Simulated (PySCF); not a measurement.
C₈H₁₅P.
Numbering: `[CH3:1][C:2]([CH3:3])([CH3:4])[P:5]1[CH2:6][CH:7]=[CH:8][CH2:9]1`

Cartesian coordinates in Å at the GFN2-xTB level; atoms count from 1:
```xyz
24
C8H15P angstrom
C     -2.1010   -0.6692   -0.6876
C     -0.9706    0.3050   -0.3469
C     -0.8849    0.4939    1.1641
C     -1.2592    1.6462   -1.0252
P      0.5938   -0.3856   -1.1778
C      1.9294    0.6668   -0.3949
C      2.3443   -0.0197    0.8679
C      1.8946   -1.2477    1.0460
C      1.0250   -1.8050   -0.0361
H     -1.9491   -1.6345   -0.2081
H     -2.1538   -0.8279   -1.7639
H     -3.0582   -0.2724   -0.3510
H     -0.6938   -0.4472    1.6738
H     -1.8309    0.8912    1.5327
H     -0.0980    1.1938    1.4342
H     -0.4943    2.3830   -0.7874
H     -2.2200    2.0383   -0.6941
H     -1.2921    1.5247   -2.1070
H      2.7736    0.7160   -1.0923
H      1.5934    1.6924   -0.2301
H      2.9963    0.4939    1.5580
H      2.1329   -1.8632    1.9001
H      1.5789   -2.5521   -0.6163
H      0.1320   -2.3010    0.3493
```

Definitions: NICS(0) = −σiso at the ring centroid; NICS(1) = −σiso and NICS(1)zz = −σzz at ±1 Å along the ring normal z. Level: GIAO PBE0/pcSseg-1 (PySCF, non-relativistic, gas phase) on the GFN2-xTB geometry, one conformer.

Ring bond lengths (Å), with Mayer bond orders in brackets: P5–C6 1.872 (0.95), C6–C7 1.496 (1.02), C7–C8 1.320 (1.91), C8–C9 1.496 (1.02), C9–P5 1.872 (0.95).

Q: Give the NICS values of each ring in ppm.

A: 
```csv
ring,type,NICS(0),"NICS(1), two faces","NICS(1)zz, two faces",rms pucker (Å),"centre to ring atoms, mean (Å)"
P5–C6–C7–C8–C9,"5-membered ring with P; formal bonds 1 double, 4 single",-3.8,-3.5 / -4.3,-5.7 / -8.4,0.08,1.36
```

Q: What do they say, and how far can they be read as aromaticity?

A: 
- P5–C6–C7–C8–C9: mean NICS(1)zz -7.0 ppm, shielded. C6, C9 have four or more neighbours, so the value isn't read as a sign of a π ring current.

Q: What are the shieldings of the ring atoms and their hydrogens in the same run (means over atoms taken as equivalent)?

A: 
| atoms | environment | σ isotropic (ppm) | principal values of the symmetric part, first atom (ppm) |
| --- | --- | --- | --- |
| P5 | phosphine phosphorus | 330.0 | 311.9, 324.6, 353.7 |
| C6 (×2) | sp3 carbon bound to phosphorus | 152.6 | 130.9, 149.2, 177.6 |
| C7 (×2) | alkene CH carbon | 48.9 | -59.1, 64.6, 141.4 |
| H19 (×4) | methylene hydrogen | 29.16 | 23.6, 26.4, 37.0 |
| H21 (×2) | vinylic hydrogen | 25.67 | 23.1, 25.9, 27.9 |

The run took 90 s of wall time on an Arm Neoverse N1 with one thread, no GPU, shared host with 64 logical CPUs at a one-minute load of 54, and the process peaked at 0.98 GiB of memory. This is the whole shielding run at PBE0/pcSseg-1, SCF included.
